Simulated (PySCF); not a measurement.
C5H6BF, SMILES C#CC(=C)B(C)F.

Geometry: PBE0-D3(BJ)/def2-SVP. This is a generated structure with no PubChem entry under its InChIKey; it may be hypothetical. One conformer was computed; it need not be the lowest.

Two levels are set side by side: PBE/def2-TZVP (PySCF) and PBE0/def2-TZVP (PySCF). Same geometry, gas phase. Differences are taken from unrounded values.

| quantity | PBE0 | PBE | PBE minus PBE0 |
|---|---|---|---|
| orbital gap (eV) | 5.47 | 3.53 | -1.95 |
| highest occupied level (eV) | -7.30 | -6.27 | 1.03 |
| lowest empty level (eV) | -1.82 | -2.74 | -0.92 |
| dipole moment (D) | 1.77 | 1.59 | -0.18 |
| mean polarisability (bohr³) | 72.5 | 75.0 | 2.6 |

PBE's occupied levels lie high since its potential decays too fast outside the molecule; exact exchange lowers them and widens the gap. Loosely held outer electrons make PBE densities more polarisable. Differences between two approximate levels are no errors against the true value.

Rough cost on one machine, each run with all the roots and properties that it gave: PBE0 against PBE within a factor of 2.
